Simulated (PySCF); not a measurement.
Al(F)(Me)(NHMe) (C2H7AlFN), SMILES [F][Al]([NH]C)[CH3]. Atoms are numbered in the order given.

```xyz
12

Al    -0.1051     0.5217     0.0000
F     -1.3511     1.6391     0.0000
C      1.7440     1.1189     0.0000
H      2.4595     0.2810     0.0000
H      1.9549     1.7423     0.8854
H      1.9549     1.7423    -0.8854
N     -0.6125    -1.1768     0.0000
C      0.2063    -2.3756     0.0000
H     -1.6068    -1.3927     0.0000
H      0.0368    -3.0108    -0.8905
H      0.0368    -3.0108     0.8905
H      1.2754    -2.1079     0.0000
```

Geometry: B3LYP-D3(BJ)/def2-SVP. One conformer was computed; it need not be the lowest.

All values below come from B3LYP-D3(BJ)/def2-SVP run with PySCF.

Frequencies are harmonic and unscaled.

Computed harmonic wavenumbers and intensities:
```
mode  ν (cm⁻¹)  IR (km/mol)  Raman (Å⁴/amu)  depolarisation   moving atoms (share of kinetic energy)
----  --------  -----------  --------------  --------------  ---------------------------------------
1           62          0.1             0.1            0.75                                   H 98 %
2          120          0.2             0.0               –           N 34 %, H 32 %, C 16 %, F 15 %
3          126          1.0             1.0            0.66                   C 54 %, H 29 %, Al 9 %
4          160          0.1             0.3            0.75                                   H 89 %
5          201         15.5             0.6            0.64   F 44 %, H 18 %, C 15 %, Al 14 %, N 9 %
6          229         22.3             1.0            0.75          Al 54 %, H 22 %, N 11 %, F 10 %
7          311         11.6             1.4            0.51  N 29 %, C 25 %, H 18 %, F 17 %, Al 11 %
8          553        129.6             2.7            0.75                           H 85 %, N 13 %
9          568          1.1            18.3            0.07           C 48 %, N 18 %, H 18 %, F 13 %
10         662         31.9             1.8            0.75                           H 76 %, C 18 %
11         685         20.7             1.1            0.72                           H 71 %, C 20 %
12         777        135.5             4.7            0.39          Al 49 %, N 19 %, C 16 %, H 14 %
13         877        122.9             0.7            0.33                          Al 49 %, F 43 %
14        1077         19.2             1.4            0.68                           H 86 %, C 10 %
15        1139          0.0             1.0            0.75                           H 76 %, C 19 %
16        1154        108.1             7.6            0.48                   N 46 %, C 34 %, H 17 %
17        1223         27.0             1.3            0.09                           H 79 %, C 21 %
18        1387         48.1             3.4            0.06                   H 66 %, N 22 %, C 11 %
19        1430          1.7            10.2            0.74                                   H 95 %
20        1430          0.9             7.6            0.75                                   H 95 %
21        1455         17.7            11.4            0.70                           H 86 %, C 14 %
22        1466          1.2            19.0            0.75                                   H 97 %
23        1498          3.1            31.6            0.67                                   H 96 %
24        2978        101.8           191.4            0.06                                   H 97 %
25        3024          2.4           133.2            0.01                                   H 97 %
26        3027         48.4           158.3            0.75                           H 90 %, C 10 %
27        3089         28.9            52.8            0.71                            H 91 %, C 9 %
28        3106          4.7            95.9            0.75                            H 91 %, C 9 %
29        3120          8.2            74.3            0.75                            H 91 %, C 9 %
30        3566         12.6           126.9            0.25                                   H 93 %
```
